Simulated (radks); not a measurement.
Problem. All-electron atom: the lutetium ion Lu4+ in [Kr] 4d10 4f14 5s2 5p5 (not the ground configuration). All-electron calculation, scalar-relativistic Kohn-Sham, LDA (Slater exchange, Perdew-Wang correlation), spin-polarised, spherical densities, finite nucleus; open shells are filled with parallel spins first (spin-orbit coupling, left out, can overturn this in heavy ions); Fermi nuclear charge, rms radius 5.37 fm. Program: a radial shooting solver on a logarithmic mesh with Libxc functionals. Some entries of the table are withheld. Estimate them.

| orbital | occ. | eigenvalue (eV) | <1/r> (bohr^-1) |
|---|---|---|---|
| 1s up | 1 | -63214.84 | 82.12 |
| 1s down | 1 | -63214.75 | 82.12 |
| 2s up | 1 | -10798.74 | 19.16 |
| 2s down | 1 | -10798.69 | 19.16 |
| 2p up | 3 | -9511.529 | 17.55 |
| 2p down | 3 | -9511.454 | 17.55 |
| 3s up | 1 | -2479.964 | 7.084 |
| 3s down | 1 | -2479.915 | 7.084 |
| 3p up | 3 | -2093.513 | 6.585 |
| 3p down | 3 | -2093.456 | 6.585 |
| 3d up | 5 | -1628.030 | 6.236 |
| 3d down | 5 | -1627.973 | 6.236 |
| 4s up | 1 | -527.7748 | 3.000 |
| 4s down | 1 | -527.6797 | 3.000 |
| 4p up | 3 | -400.9117 | 2.734 |
| 4p down | 3 | -400.8035 | 2.734 |
| 4d up | 5 | -235.2283 | 2.419 |
| 4d down | 5 | -235.0833 | 2.420 |
| 5s up | 1 | -104.4223 | (1) |
| 5s down | 1 | -103.6031 | (2) |
| 5p up | 3 | -73.9588 | 0.9753 |
| 5p down | 2 | -73.1157 | 0.9748 |
| 4f up | 7 | (3) | (4) |
| 4f down | 7 | (5) | (6) |

Solution. 
(1) 5s up <1/r> (bohr^-1): 1.152
(2) 5s down <1/r> (bohr^-1): 1.153
(3) 4f up eigenvalue (eV): -53.2067
(4) 4f up <1/r> (bohr^-1): 1.844
(5) 4f down eigenvalue (eV): -52.8986
(6) 4f down <1/r> (bohr^-1): 1.850
